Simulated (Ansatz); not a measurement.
Reactions of `[SiH3]O[SiH2]S`.

Isolated molecules relaxed with PBE0-D4/def2-TZVP in Ansatz; ΔE leaves out vibrations. CCSD(T)/CBS is the MP2 limit (def2-TZVPP, def2-QZVPP) plus CCSD(T) − MP2 in def2-TZVPP, frozen cores. This one scheme is used for every species. Functionals use def2-TZVPP. For Se outer-core shells are correlated without core-valence functions, which leaves a few kJ/mol of doubt a bond. Scalar relativity is left out up to krypton. One conformer a species, not always the lowest.

```
                                                                  reaction  CCSD(T)/CBS(def2) (eV)
                       `[SiH3]O[SiH2]S` + `C=N` → `C=N[SiH2]O[SiH3]` + H₂S                    0.18
                        `[SiH3]O[SiH2]S` + CH₃SH → `CS[SiH2]O[SiH3]` + H₂S                   -0.02
`[SiH3]O[SiH2]S` + `[NH2][AlH][SeH]` → `[SiH3][NH][AlH][SeH]` + `O[SiH2]S`                       ?
         `[SiH3]O[SiH2]S` + `C[SiH](N)O` → `C[SiH](N)O[SiH3]` + `O[SiH2]S`                   -0.03
                 `[SiH3]O[SiH2]S` + `CC(F)S` → `CC(F)S[SiH3]` + `O[SiH2]S`                    0.54
```

Question: Fill in the missing values. (Estimate.)

Answer: Ansatz gave: `[SiH3]O[SiH2]S` + `[NH2][AlH][SeH]` → `[SiH3][NH][AlH][SeH]` + `O[SiH2]S`: +0.50 eV.

Largest T1 diagnostic: 0.013, for `C=N[SiH2]O[SiH3]`.
